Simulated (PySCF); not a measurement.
Basis and Hamiltonian dependence of the ionisation energy of W

W [Xe] 4f14 5d4 6s2 (5D) → W+ [Xe] 4f14 5d4 6s1 (6D). All values are computed (PySCF 2.14, energy differences of UHF-based or UKS calculations, no spin-orbit coupling). Values in eV.

```json
{"basis": "def2-TZVP with the def2 core potential (60 electrons)", "Hamiltonian": "ECP", "functions": "40", "UHF": "5.875", "r2SCAN": "7.064", "PBE0": "n/a", "MP2 (valence)": "6.966", "CCSD(T) (valence)": "n/a", "CCSD(T) (valence and next inner shell)": "n/a"}
{"basis": "aug-cc-pVDZ-PP with ECP60MDF", "Hamiltonian": "ECP", "functions": "54", "UHF": "5.909", "r2SCAN": "7.104", "PBE0": "7.320", "MP2 (valence)": "7.144", "CCSD(T) (valence)": "7.457", "CCSD(T) (valence and next inner shell)": "n/a"}
{"basis": "def2-TZVPPD with the def2 core potential (60 electrons)", "Hamiltonian": "ECP", "functions": "59", "UHF": "5.871", "r2SCAN": "7.061", "PBE0": "7.277", "MP2 (valence)": "7.130", "CCSD(T) (valence)": "7.412", "CCSD(T) (valence and next inner shell)": "7.548"}
{"basis": "cc-pVTZ-PP with ECP60MDF", "Hamiltonian": "ECP", "functions": "63", "UHF": "5.884", "r2SCAN": "n/a", "PBE0": "n/a", "MP2 (valence)": "7.186", "CCSD(T) (valence)": "n/a", "CCSD(T) (valence and next inner shell)": "n/a"}
{"basis": "ANO-RCC-VDZP", "Hamiltonian": "spin-free X2C", "functions": "68", "UHF": "6.034", "r2SCAN": "n/a", "PBE0": "n/a", "MP2 (valence)": "6.876", "CCSD(T) (valence)": "7.327", "CCSD(T) (valence and next inner shell)": "n/a"}
{"basis": "aug-cc-pwCVDZ-PP with ECP60MDF", "Hamiltonian": "ECP", "functions": "70", "UHF": "5.888", "r2SCAN": "7.075", "PBE0": "7.292", "MP2 (valence)": "7.127", "CCSD(T) (valence)": "7.430", "CCSD(T) (valence and next inner shell)": "7.558"}
{"basis": "def2-QZVPPD with the def2 core potential (60 electrons)", "Hamiltonian": "ECP", "functions": "84", "UHF": "5.873", "r2SCAN": "7.062", "PBE0": "7.271", "MP2 (valence)": "7.206", "CCSD(T) (valence)": "7.488", "CCSD(T) (valence and next inner shell)": "7.617"}
{"basis": "aug-cc-pVTZ-PP with ECP60MDF", "Hamiltonian": "ECP", "functions": "88", "UHF": "5.886", "r2SCAN": "7.074", "PBE0": "7.279", "MP2 (valence)": "7.237", "CCSD(T) (valence)": "7.522", "CCSD(T) (valence and next inner shell)": "n/a"}
{"basis": "x2c-TZVPPall", "Hamiltonian": "spin-free X2C", "functions": "97", "UHF": "5.919", "r2SCAN": "7.278", "PBE0": "7.412", "MP2 (valence)": "6.763", "CCSD(T) (valence)": "7.040", "CCSD(T) (valence and next inner shell)": "n/a"}
{"basis": "x2c-TZVPPall with one added diffuse shell each of s, p, d, f type", "Hamiltonian": "spin-free X2C", "functions": "113", "UHF": "5.918", "r2SCAN": "7.274", "PBE0": "7.409", "MP2 (valence)": "6.786", "CCSD(T) (valence)": "7.061", "CCSD(T) (valence and next inner shell)": "n/a"}
{"basis": "aug-cc-pVTZ-PP with one added diffuse shell each of s, p, d, f, g type with ECP60MDF", "Hamiltonian": "ECP", "functions": "113", "UHF": "5.885", "r2SCAN": "7.074", "PBE0": "7.279", "MP2 (valence)": "7.238", "CCSD(T) (valence)": "n/a", "CCSD(T) (valence and next inner shell)": "n/a"}
{"basis": "aug-cc-pwCVTZ-PP with ECP60MDF", "Hamiltonian": "ECP", "functions": "122", "UHF": "5.884", "r2SCAN": "7.073", "PBE0": "7.279", "MP2 (valence)": "7.241", "CCSD(T) (valence)": "n/a", "CCSD(T) (valence and next inner shell)": "n/a"}
{"basis": "aug-cc-pVQZ-PP with ECP60MDF", "Hamiltonian": "ECP", "functions": "135", "UHF": "5.883", "r2SCAN": "7.072", "PBE0": "7.279", "MP2 (valence)": "7.277", "CCSD(T) (valence)": "n/a", "CCSD(T) (valence and next inner shell)": "n/a"}
{"basis": "x2c-QZVPPall", "Hamiltonian": "spin-free X2C", "functions": "144", "UHF": "5.886", "r2SCAN": "n/a", "PBE0": "n/a", "MP2 (valence)": "n/a", "CCSD(T) (valence)": "n/a", "CCSD(T) (valence and next inner shell)": "n/a"}
```

Extrapolation of MP2 (valence) from aug-cc-pVTZ-PP with ECP60MDF and aug-cc-pVQZ-PP with ECP60MDF: the correlation parts are 1.351 and 1.394 eV; with the X⁻³ form and unrounded values, (4³ × 1.394 − 3³ × 1.351)/(4³ − 3³) = 1.425 eV, and adding the Hartree-Fock value 5.883 eV of the larger basis gives 7.308 eV.

Frozen in the all-electron rows: valence: [Xe] 4f14; valence and next inner shell: [Kr] 4d10 4f14; with a core potential, the same shells as far as they lie outside it.

Reference for a calculation without spin-orbit coupling: 7.825 eV (measured, between term centres; NIST).
